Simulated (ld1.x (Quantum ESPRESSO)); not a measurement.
## Building the TM potential for sulfur (PBE, non-relativistic).

- Element: sulfur
- Generator: ld1.x (Quantum ESPRESSO) 7.5
- Type: norm-conserving Troullier–Martins (Kleinman–Bylander form)
- Functional: PBE
- Relativity: non-relativistic
- Frozen core: [Ne]
- Valence charge: 6
- Reference configuration: 3s2 3p2 (charge +2)
- Partial waves: 3s (bound): rc 1.30 bohr; 3p (bound): rc 1.65 bohr
- Local potential: all-electron potential smoothed inside 1.15 bohr (lloc = -2)
- Core correction: Bessel-smoothed model core, default radius (core density twice the valence density)

All-electron outer shells of the reference configuration (PBE, non-relativistic, ld1.x):

```tsv
shell	level (eV)	outermost node (bohr)	outermost maximum (bohr)
3s	-39.26	0.60	1.37
3p	-27.99	0.58	1.50
```

Results:

| Item | Value |
| --- | --- |
| Cutoffs needed | 40 Ry and 60 Ry (the cutoffs (Ry, on a coarse ladder) from which the occupation-weighted sum of valence levels, in a spherical-Bessel basis at the reference potential, stays within 10 and 1 mRy of its value at 400 Ry) |
| Ghost test | no extra level below or beside the all-electron valence levels (s, p, d, f tested) (spherical-Bessel basis up to 400 Ry, 20 bohr box) |
| Largest excitation error | +37 meV (all-electron minus pseudo) for 3s2 3p4.3, out of 7 test configurations |

Generation and tests took about 0.97 s on one core of a shared server CPU.
